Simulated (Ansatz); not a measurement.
Basis-set extrapolation for `[CH3][Al-]([CH3])([CH3])[PH3+]` (PBE0-D4/def2-TZVP geometry, frozen core, Ansatz). Multiplicity 1, RHF reference.

```json
{"": "HF", "def2-TZVPP": "-703.322240", "def2-QZVPP": "-703.345431"}
{"": "MP2 correlation", "def2-TZVPP": "-0.803403", "def2-QZVPP": "-0.855846"}
{"": "CCSD(T) correlation", "def2-TZVPP": "-0.913448", "def2-QZVPP": "not run"}
```

Energies in hartree. Use E(X) = E(∞) + A·exp(−7.88·√X) for Hartree–Fock and E(X) = E(∞) + B·X^(−2.97) for correlation, with X = 3 and 4, and add CCSD(T) minus MP2 of the smaller set to the MP2 limit.

**Question.** What is the CCSD(T) energy at the basis-set limit?

**Answer.** HF limit: -703.345431 + (-0.023191) × 0.13774 = -703.34863. MP2 limit: -0.855846 + (-0.052443) × 0.74074 = -0.89469. Higher-order term: -0.913448 − (-0.803403) = -0.11005. Total: -704.35337 hartree, 309.0 kJ/mol below CCSD(T)/def2-TZVPP.
